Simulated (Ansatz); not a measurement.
Stretching the Mg1–H2 bond in MgH (multiplicity 2 held). Energies count from the point at 1.743 Å.


U- levels take the lowest unrestricted solution at each point, which mixes spins at long bonds. Active spaces are followed from rest. Full CI gives the lowest state of the spin. Curves can end on different states.

Cores are frozen in the correlated methods.

The values were computed with Ansatz (Gaussian basis) for Hartree–Fock, density functionals and correlated methods. Values without a source in brackets are computed.

The comparison value is 31.63 kcal/mol (FCI/def2-TZVPP). Full CI is exact for the correlated electrons in its own basis alone.

Question: Order these levels by the size of their error in the energy at R = 6.971 Å, against full CI in the same basis, smallest first: CASSCF(3,5)/def2-TZVPP, U-MP2/def2-TZVPP, U-HF/def2-TZVPP, SC-NEVPT2 on CASSCF(3,5)/def2-TZVPP. Give each level's value less the comparison value.

Answer: U-MP2/def2-TZVPP (0.17 kcal/mol), SC-NEVPT2 on CASSCF(3,5)/def2-TZVPP (-3.05 kcal/mol), U-HF/def2-TZVPP (-4.78 kcal/mol), CASSCF(3,5)/def2-TZVPP (-7.37 kcal/mol)

Ansatz is a first-principles code.
